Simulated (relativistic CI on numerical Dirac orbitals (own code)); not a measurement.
## Ir³⁺: what numerical and physical settings do to a radial Dirac CI calculation

Reference input:

```
atom Ir  Z=77  charge=3  electrons=74
nucleus A=193  rms_radius_fm=5.4032
hamiltonian dirac-coulomb  breit=on  qed=on  c_scale=1
orbitals kli  potential=per-configuration
slater_scale 1
correlation none
mixing on
grid step=0.0125 r_max=64.9
scf mixing=0.4 start=green max_iterations=150 tolerance=2e-08 node_fill=0.05
configurations
  [Xe] 4f14 5d6
  [Xe] 4f14 5d5 6s
  [Xe] 4f14 5d5 6p
end
```

Computed lowest total energy -17811.68742 Ha, first excitation 5075.7 cm⁻¹, 38 SCF steps. Runs with settings changed; * marks those that are bad on purpose (the QED terms keep the true α when c is scaled):

| Changed | Outcome | Lowest level | ΔE (Ha) | First excitation (cm⁻¹) | SCF steps | Message |
| --- | --- | --- | --- | --- | --- | --- |
| end of the grid at 32.45 bohr | converged | 5d6 5D_4 | -1.82e-11 | 5075.7 | 38 |  |
| end of the grid at 194.7 bohr | converged | 5d6 5D_4 | -7.28e-12 | 5075.7 | 38 |  |
| Breit term off | converged | 5d6 5D_4 | -19.8 | 5242.2 | 38 |  |
| nuclear radius 7.0242 fm, iteration limit 20, start potential bare | not converged |  |  |  | 40 | SCF of 1s2 2s2 2p6 3s2 3p6 3d10 4s2 4p6 4d10 4f14 5s2 5p6 5d5 6s did not converge |
| SCF mixing 1.8 * | converged | 5d6 5D_4 | 3.46e-09 | 5075.7 | 57 |  |
| speed of light × 0.2 * | not converged |  |  |  | 1 | SCF of 1s2 2s2 2p6 3s2 3p6 3d10 4s2 4p6 4d10 4f14 5s2 5p6 5d6 stopped: an orbital could not be found |

With so few configurations and no correlation, terms lie too far apart (by 10 to 50 % near neutrality), their order can be wrong, and levels of other configurations are missing.
